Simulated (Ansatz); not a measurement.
```yaml
crystal:
  periodic: [false, false, false]
  atoms:
    - {symbol: C, position_ang: [-0.652268, -1.421841, 0.628940]}
    - {symbol: N, position_ang: [0.308032, -0.249830, 0.191252]}
    - {symbol: C, position_ang: [1.679070, -0.473298, 0.587092]}
    - {symbol: Sc, position_ang: [-0.564989, 1.086277, -0.781205]}
    - {symbol: O, position_ang: [0.586492, 2.514289, -1.482345]}
    - {symbol: O, position_ang: [-2.567892, 0.914629, -1.198700]}
    - {symbol: H, position_ang: [-1.567244, -1.489887, 0.471975]}
    - {symbol: H, position_ang: [-0.108979, -2.342376, 0.421916]}
    - {symbol: H, position_ang: [-0.455789, -1.444440, 1.939675]}
    - {symbol: H, position_ang: [2.123589, 0.359151, 0.142982]}
    - {symbol: H, position_ang: [1.935230, -1.357881, 0.246802]}
    - {symbol: H, position_ang: [1.725840, -0.492056, 1.856985]}
    - {symbol: H, position_ang: [0.976015, 3.064357, -1.906064]}
    - {symbol: H, position_ang: [-3.411421, 1.045438, -1.384126]}
basis:
  gaussian: {orbitals: def2-SVPD}
hamiltonian: {xc: {name: RPBE}, dispersion: d3bj, pseudopotentials: {relativity: scalar}}
accuracy: high
relax: {f_tol: 0.0001, max_steps: 3}
```

```sh
$ ansatz run in.yaml --threads 4 --pin off --events-out ev --progress --plain --max-ram 11315MiB
```

(1) How does Ansatz answer? (An estimate is asked.)

Answers

(1) Ansatz gave: No converged result was reached.
```
Functional definition: RPBE
4520 factors; integrals over basis functions are off by at most 2.5e-9 eV
mean field evaluation 1: about -28538.2826 eV, gradient 1.2e2 eV
mean field evaluation 2: about -28051.3447 eV, gradient 4.5e2 eV
mean field evaluation 4: about -28560.5499 eV, gradient 4.7e1 eV
mean field evaluation 8: about -28566.3182 eV, gradient 5.0e-1 eV
mean field evaluation 16: about -28566.3127 eV, gradient 7.9e-4 eV
mean field -28566.31271792 eV, -1049.7926294413 hartree, gradient 4.7e-8 eV, S^2 0.000000; 0 other end points of the search recorded, 0 dependent functions left out
reference -28566.31272473 eV, -1049.7926296915 hartree; 32, 32 occupied and 172, 172 virtual orbitals, 4520 factors
relax step   1: F+E_penalty+E_count = -28567.83085800 eV  Δ(F+E_penalty+E_count) = +0.000e0 eV  max|allowed force component| = 1.241e1 eV/Å  Δτ_max = 0.0000 Å  (37 SCF iters, accepted)
4527 factors; integrals over basis functions are off by at most 2.9e-9 eV
mean field evaluation 32: about -28570.1590 eV, gradient 1.3e-4 eV
mean field -28570.15898153 eV, -1049.9339770218 hartree, gradient 2.3e-8 eV, S^2 0.000000; 0 other end points of the search recorded, 0 dependent functions left out
reference -28570.15898827 eV, -1049.9339772697 hartree; 32, 32 occupied and 172, 172 virtual orbitals, 4527 factors
relax step   2: F+E_penalty+E_count = -28571.65557857 eV  Δ(F+E_penalty+E_count) = -3.825e0 eV  max|allowed force component| = 2.730e0 eV/Å  Δτ_max = 0.1919 Å  (46 SCF iters, accepted)
4536 factors; integrals over basis functions are off by at most 3.7e-9 eV
mean field -28570.44252847 eV, -1049.9443971798 hartree, gradient 1.8e-8 eV, S^2 0.000000; 0 other end points of the search recorded, 0 dependent functions left out
reference -28570.44253533 eV, -1049.9443974317 hartree; 32, 32 occupied and 172, 172 virtual orbitals, 4536 factors
relax step   3: F+E_penalty+E_count = -28571.94023514 eV  Δ(F+E_penalty+E_count) = -2.847e-1 eV  max|allowed force component| = 9.111e-1 eV/Å  Δτ_max = 0.1999 Å  (47 SCF iters, accepted)
Error: geometry relaxation did not converge after 3 steps: max|allowed force component| = 9.11e-1 eV/Å (threshold 1.0e-4). Raise `relax.max_steps` over both its present limit and 3, loosen `relax.f_tol`, or start from a geometry closer to equilibrium. Where this run's directory can be resumed (`checkpoint.write`), a resume goes on for up to `relax.max_steps` more
```
